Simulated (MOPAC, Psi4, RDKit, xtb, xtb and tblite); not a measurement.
Two geometries of SMILES CC(C)c1sc([SiH3])cc1, singlet, relaxed at GFN2-xTB with one dihedral held; other torsions can differ between them too.

Structure A

```
21

C     -2.3335     1.3629     0.2920
C     -1.8318    -0.0184    -0.1229
C     -2.2024    -1.0632     0.9363
C     -0.3515    -0.0305    -0.3447
C      0.6019     0.8552     0.0523
C      1.9071     0.4702    -0.3215
C      1.9681    -0.7097    -1.0009
Si     3.4581    -1.6138    -1.6833
S      0.3697    -1.3652    -1.1883
H     -1.9334     1.6386     1.2648
H     -3.4190     1.3567     0.3588
H     -2.0365     2.1148    -0.4354
H     -2.3186    -0.3011    -1.0645
H     -1.7237    -0.8231     1.8836
H     -3.2795    -1.0825     1.0856
H     -1.8762    -2.0529     0.6248
H      0.3905     1.7609     0.5917
H      2.7830     1.0525    -0.0931
H      3.2890    -1.8058    -3.1252
H      4.6282    -0.7817    -1.4028
H      3.5775    -2.9168    -1.0248
```

Structure B

```
21

C     -2.2639     1.3608     0.3354
C     -1.8370    -0.0412    -0.1101
C     -2.3169    -1.0859     0.8939
C     -0.3513    -0.1012    -0.3059
C      0.4449     0.7820    -0.9723
C      1.8030     0.4070    -0.9880
C      2.0627    -0.7659    -0.3422
Si     3.6910    -1.6570    -0.1042
S      0.5905    -1.4234     0.3011
H     -1.7767     1.6222     1.2723
H     -3.3408     1.3917     0.4843
H     -2.0001     2.1055    -0.4101
H     -2.3122    -0.2502    -1.0793
H     -1.8576    -0.9154     1.8654
H     -3.3973    -1.0309     1.0068
H     -2.0557    -2.0880     0.5610
H      0.0771     1.6761    -1.4442
H      2.5727     0.9886    -1.4652
H      3.6137    -2.9818    -0.7244
H      4.7229    -0.8426    -0.7463
H      3.9596    -1.8019     1.3284
```

Task: Which is lower in energy at the level PBE0-D3(BJ)/def2-SVP // GFN2-xTB (Psi4), and by how much?

Result: A is lower, by 2.63 kJ/mol (dihedral C1–C2–C4–S9: -165° in A, 135° in B).

E(B) − E(A) in kJ/mol at the other levels, on the same two geometries: GFN2-xTB (xtb and tblite) 2.52; MMFF94 // GFN2-xTB (RDKit) 13.76; PBE0/def2-SVP // GFN2-xTB (Psi4) 2.79; PBE/def2-SVP // GFN2-xTB (Psi4) 2.80; PBE-D3(BJ)/def2-SVP // GFN2-xTB (Psi4) 2.59; UFF // GFN2-xTB (RDKit) 5.46; AM1, restricted, heats of formation // GFN2-xTB (MOPAC) -0.65; PM7, restricted, heats of formation // GFN2-xTB (MOPAC) 3.92; GFN1-xTB // GFN2-xTB (xtb) 1.04.

MMFF94 has few fitted parameters for silicon.
